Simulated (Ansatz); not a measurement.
Ansatz (a first-principles code) input:

Ansatz 0.2 input:
```yaml
crystal:
  periodic: [false, false, false]
  atoms:
    - {symbol: Ni, position_ang: [-0.00000000, -0.00000000, -0.77874125]}
    - {symbol: O, position_ang: [0.00000000, 0.00000000, 2.04940544]}
    - {symbol: C, position_ang: [0.00000000, 0.00000000, 0.90158524]}
basis:
  gaussian:
    orbitals: 6-31G*
magnetization: {spin_polarized: false}
correlation: {method: ccsd_t, electrons: outside_noble_gas}
```

Q: Which total energy does the run end on?

A: -1619.82255 Eh (CCSD(T)/6-31G*). The run takes about 26 core-seconds (a rough figure).
